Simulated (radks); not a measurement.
Q: Se, configuration [Ar] 3d9 4s2 4p5 (not the ground configuration). All-electron calculation, scalar-relativistic Kohn-Sham, r2SCAN, spin-polarised, spherical densities, finite nucleus; open shells are filled with parallel spins first; meta-GGA in the generalised Kohn-Sham scheme; Fermi nuclear charge, rms radius 4.14 fm. Program: a radial shooting solver on a logarithmic mesh with Libxc functionals. Some entries of the table are withheld. Estimate them.

| orbital | occ. | eigenvalue (hartree) | <1/r> (bohr^-1) | <r> (bohr) |
|---|---|---|---|---|
| 1s up | 1 | -461.3034 | 34.55 | 0.04409 |
| 1s down | 1 | -461.2998 | 34.55 | 0.04409 |
| 2s up | 1 | -60.15226 | 7.647 | 0.1957 |
| 2s down | 1 | -60.10249 | 7.651 | 0.1956 |
| 2p up | 3 | -52.89462 | 7.473 | 0.1712 |
| 2p down | 3 | -52.85544 | 7.476 | 0.1711 |
| 3s up | 1 | -8.54067 | 2.517 | 0.5678 |
| 3s down | 1 | -8.46476 | 2.512 | 0.5686 |
| 3p up | 3 | -6.23633 | 2.366 | 0.5814 |
| 3p down | 3 | -6.15924 | 2.360 | 0.5825 |
| 3d up | 5 | -2.45462 | 2.084 | 0.6076 |
| 3d down | 4 | -2.37313 | 2.077 | 0.6102 |
| 4s up | 1 | -0.76621 | 0.7720 | (1) |
| 4s down | 1 | -0.71990 | 0.7648 | (2) |
| 4p up | 3 | -0.31568 | 0.6251 | 2.107 |
| 4p down | 2 | -0.27672 | 0.6133 | 2.152 |

A: 
(1) 4s up <r> (bohr): 1.718
(2) 4s down <r> (bohr): 1.735
